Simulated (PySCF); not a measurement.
## Ionisation energy of Ge⁺ by level of theory

Ge⁺ [Ar] 3d10 4s2 4p1 (2P) → Ge²⁺ [Ar] 3d10 4s2 (1S), as a difference of total energies. All numbers are calculated (PySCF 2.14, a scalar-relativistic core potential, in aug-cc-pVTZ-PP with ECP10MDF). Correlated levels: valence: 3s2 3p6 3d10 frozen. The calculations carry no spin-orbit coupling.

| method | ionisation energy (eV) |
| --- | --- |
| UHF | 15.250 |
| LDA | 15.815 |
| PBE | 15.692 |
| PBE0 | 15.744 |
| r2SCAN | 15.931 |
| M06 | 15.556 |
| MN15 | 15.536 |
| B2PLYP | 15.633 |
| PBEsol | 15.689 |
| MP2 (valence) | 15.489 |
| SCS-MP2 (valence) | 15.476 |

Task: How much does correlation contribute at MP2 (valence)?

Result: 15.489 − (15.250) = 0.239 eV, measured against UHF.

Errors of the correlated levels include the incompleteness of this basis and the frozen core.

For comparison: 15.789 eV (measured; NIST levels, between the centres of gravity of the two terms).
